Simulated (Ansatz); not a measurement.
The cluster InSi₆⁻. Charge -1, multiplicity 1. Geometry PBE0-D4/def2-SVPD.

```csv
atom,x (Å),y (Å),z (Å)
In1,2.1500,-0.1331,-0.3738
Si2,-2.0960,-0.5515,0.5208
Si3,1.4026,2.2729,-0.7550
Si4,1.7483,-2.6929,0.2602
Si5,-2.6479,1.5936,0.1447
Si6,-0.1346,-1.5887,0.3706
Si7,-0.4225,1.0996,-0.1675
```

In the def2 sets In takes a core potential; there is no spin–orbit coupling. B3LYP takes the VWN-RPA correlation. The restricted singlet is unstable towards broken spin symmetry in Hartree–Fock (as tested in another run); at LDA (SPW92)/def2-TZVPD, PBE-D4/def2-TZVPD, r2SCAN-D4/def2-TZVPD, B3LYP-D4/def2-TZVPD and others this wasn't settled. Another isomer (singlet) lies 1.38 eV lower at PBE0-D4/def2-TZVPD; other spin states weren't run for this one.

**Question.** Estimate the orbital energies around the gap (eV) in Ansatz with LDA (SPW92)/def2-TZVPD, PBE-D4/def2-TZVPD, r2SCAN-D4/def2-TZVPD, B3LYP-D4/def2-TZVPD, ωB97X-V/def2-TZVPD.

**Answer.** 
| orbital | LDA (SPW92)/def2-TZVPD | PBE-D4/def2-TZVPD | r2SCAN-D4/def2-TZVPD | B3LYP-D4/def2-TZVPD | ωB97X-V/def2-TZVPD |
| --- | --- | --- | --- | --- | --- |
| HOMO−13 | -11.41 | -11.30 | -11.99 | -12.82 | -16.46 |
| HOMO−12 | -9.55 | -9.42 | -9.98 | -10.77 | -14.18 |
| HOMO−11 | -8.89 | -8.75 | -9.26 | -10.04 | -13.34 |
| HOMO−10 | -7.42 | -7.30 | -7.74 | -8.43 | -11.47 |
| HOMO−9 | -5.62 | -5.48 | -5.80 | -6.43 | -9.17 |
| HOMO−8 | -5.03 | -4.83 | -5.12 | -5.66 | -8.30 |
| HOMO−7 | -4.26 | -4.13 | -4.33 | -4.95 | -7.36 |
| HOMO−6 | -3.09 | -2.96 | -3.26 | -3.60 | -6.19 |
| HOMO−5 | -2.84 | -2.70 | -2.94 | -3.32 | -5.48 |
| HOMO−4 | -2.71 | -2.59 | -2.80 | -3.21 | -5.35 |
| HOMO−3 | -2.04 | -1.91 | -2.08 | -2.44 | -4.39 |
| HOMO−2 | -1.85 | -1.70 | -1.87 | -2.18 | -4.14 |
| HOMO−1 | -1.66 | -1.53 | -1.72 | -1.95 | -3.93 |
| HOMO | -1.13 | -1.00 | -1.16 | -1.43 | -3.34 |
| LUMO | 0.11 | 0.26 | 0.25 | 0.72 | 2.35 |
| LUMO+1 | 0.13 | 0.27 | 0.28 | 0.77 | 2.40 |
| LUMO+2 | 1.03 | 1.19 | 1.35 | 1.62 | 3.10 |
| LUMO+3 | 1.28 | 1.43 | 1.52 | 1.95 | 3.60 |
| LUMO+4 | 1.39 | 1.55 | 1.73 | 2.06 | 3.72 |
| LUMO+5 | 1.70 | 1.88 | 2.09 | 2.40 | 3.89 |
